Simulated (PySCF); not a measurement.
SMILES C=CCC=O (C4H6O) (GFN2-xTB optimised geometry):

```
11

C      1.245    -0.604     0.000
C     -0.074    -0.604     0.000
C     -0.912     0.637     0.000
C     -1.813     0.677     1.204
O     -1.970     1.624     1.919
H      1.813    -1.519     0.002
H      1.813     0.311    -0.008
H     -0.626    -1.536     0.011
H     -1.567     0.627    -0.878
H     -0.295     1.536    -0.030
H     -2.346    -0.277     1.388
```

Computed with CAM-B3LYP/def2-TZVP run with PySCF.

Question: What are the frontier orbital energies and the dipole moment?

Answer: HOMO-2 -11.60 eV, HOMO-1 -9.71 eV, HOMO -8.73 eV, LUMO 0.34 eV, LUMO+1 1.33 eV; dipole moment 2.80 D.

Meta-Löwdin charges at CAM-B3LYP/def2-TZVP: C1 -0.26, C2 -0.10, C3 -0.24, C4 0.30, O5 -0.39, H6 0.13, H7 0.12, H8 0.11, H9 0.14, H10 0.13, H11 0.07.
